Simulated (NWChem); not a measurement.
# Sr

Computed with NWChem. def2 effective core potentials on Sr; no spin-orbit coupling. Ions are spin-unrestricted doublets at the neutral geometry; other ion states weren't tried. Functional: LC-ωPBE (HJS hole) with def2-SVP; rows give the range parameter ω in 1/bohr.

```json
[
 {"range parameter (1/bohr)": "0.05", "vertical ionisation energy, ΔSCF (eV)": "5.70", "−ε(HOMO) (eV)": "4.26", "ΔSCF minus −ε(HOMO) (eV)": "1.44"},
 {"range parameter (1/bohr)": "0.10", "vertical ionisation energy, ΔSCF (eV)": "(withheld)", "−ε(HOMO) (eV)": "(withheld)", "ΔSCF minus −ε(HOMO) (eV)": "(withheld)"},
 {"range parameter (1/bohr)": "0.15", "vertical ionisation energy, ΔSCF (eV)": "5.64", "−ε(HOMO) (eV)": "5.20", "ΔSCF minus −ε(HOMO) (eV)": "0.44"},
 {"range parameter (1/bohr)": "0.50", "vertical ionisation energy, ΔSCF (eV)": "5.39", "−ε(HOMO) (eV)": "5.57", "ΔSCF minus −ε(HOMO) (eV)": "-0.18"},
 {"range parameter (1/bohr)": "0.60", "vertical ionisation energy, ΔSCF (eV)": "5.38", "−ε(HOMO) (eV)": "5.57", "ΔSCF minus −ε(HOMO) (eV)": "-0.19"}
]
```

Problem. What belongs in the gaps?

Solution. 
- 0.10, vertical ionisation energy, ΔSCF (eV): 5.68
- 0.10, −ε(HOMO) (eV): 4.84
- 0.10, ΔSCF minus −ε(HOMO) (eV): 0.84
